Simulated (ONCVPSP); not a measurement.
**Plane-wave convergence, ONCV potential for C**

| Item | Value |
| --- | --- |
| Element | C |
| Generator | ONCVPSP 4.0.1 |
| Type | optimised norm-conserving Vanderbilt (ONCV) |
| Functional | PBEsol |
| Relativity | scalar-relativistic |
| Frozen core | [He] |
| Valence charge | 4 |
| Reference configuration | 2s1 2p3 |
| Partial waves | 2s: rc 0.95 bohr, ncon 5, nbas 10, qcut 6.9 1/bohr, 3 projectors, debl 0.6 Ha; 2p: rc 2.95 bohr, ncon 4, nbas 7, qcut 5.4 1/bohr, 2 projectors, debl 1.6 Ha |
| Local potential | polynomial inside 0.95 bohr (lpopt 5, dvloc0 3 Ha) |
| Core correction | Teter function, fcfact 5.25, rcfact 1.5 |

**Question.** For each optimised wave give the share of its norm inside rc, the residual kinetic energy above qcut (Ha) and the cutoffs (Ha) for errors of 10, 1, 0.1 and 0.01 mHa per electron.

**Answer.**

```csv
wave,norm inside rc,residual KE,10 mHa,1 mHa,0.1 mHa,0.01 mHa
2s,0.174,2.6e-04,12.7,19.5,69.5,307.4
s projector 2,0.024,1.6e-04,2.7,14.4,38.6,211.8
s projector 3,0.036,6.1e-04,8.0,17.5,91.5,313.1
2p,0.886,2.0e-08,6.4,8.5,10.3,11.7
p projector 2,0.224,2.0e-06,8.1,10.4,12.2,13.8
```

The occupied waves need 20 Ha and 69 Ha for 1 and 0.1 mHa. Note: ghosts flagged at negative energy: s at -256.1 eV; GHOST(+) flags only above 600 eV. A true bound ghost makes a file unfit for plane-wave use. Its largest configuration-test error is +1352 meV.
